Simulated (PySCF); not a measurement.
**Assignment exercise: C6H16O2Si**

Mapped SMILES: `[CH3:1][O:2][SiH2:3][O:4][CH2:5][C:6]([CH3:7])([CH3:8])[CH3:9]`. Hydrogens are named by the atom that carries them.

Computed data (PySCF 2.14.0 with density-fitted response routines): GIAO B3LYP/pcSseg-1 shieldings, PBE0-D3(BJ)/def2-SVP structure. No solvent model, no relativistic terms, equivalent nuclei averaged, a single conformation.

Chemical shifts δ = σref − σ; TMS for 13C (σ = 179.24 ppm) and 1H (σ = 31.38 ppm), all at this level.

(1) Assign these signals to the numbered atoms. 13C{1H} NMR (computed): δ 81.6, 54.0, 34.3, 28.0.

(2) Assign these signals to the numbered atoms. 1H NMR (300 MHz, computed): δ 4.51 (s, 2H), 3.74 (s, 3H), 3.47 (s, 2H), 0.96 (s, 9H).

## Answers

(1) 
81.6 → C5, sp3 CH2 bonded to O: pulled downfield by the heteroatom
54.0 → C1, methyl carbon bonded to O: deshielded by the electronegative neighbour
34.3 → C6, quaternary sp3 carbon: aliphatic region, no heteroatom directly attached
28.0 → C7/C8/C9, methyl carbon: a saturated carbon with 1 carbon neighbour and no heteroatom attached

(2) 
| δ (ppm) | atoms | environment | reason |
| --- | --- | --- | --- |
| 4.51 | H(Si3) | hydrogen on a silicon bonded to 2 O | – |
| 3.74 | H(C1) | hydrogen on a methyl carbon bonded to O | its carbon carries O, which withdraws density |
| 3.47 | H(C5) | hydrogen on an sp3 CH2 bonded to O | its carbon carries O, an electronegative neighbour |
| 0.96 | H(C7)/H(C8)/H(C9) | hydrogen on a methyl carbon | far from electronegative atoms and π systems |

Shifts are as computed. Against solution values, carbons near 30 ppm lie about +2 ppm off and those near 130 ppm about +6 ppm. Of 1313 compounds with measured shifts, 239 miss one by over three times the rms of a fit or turn the order of signals round; such compounds aren't used in these exercises. Multiplicities follow the n + 1 count of equivalent neighbours, as no J values were calculated; m marks all less simple cases, F and P coupling included.
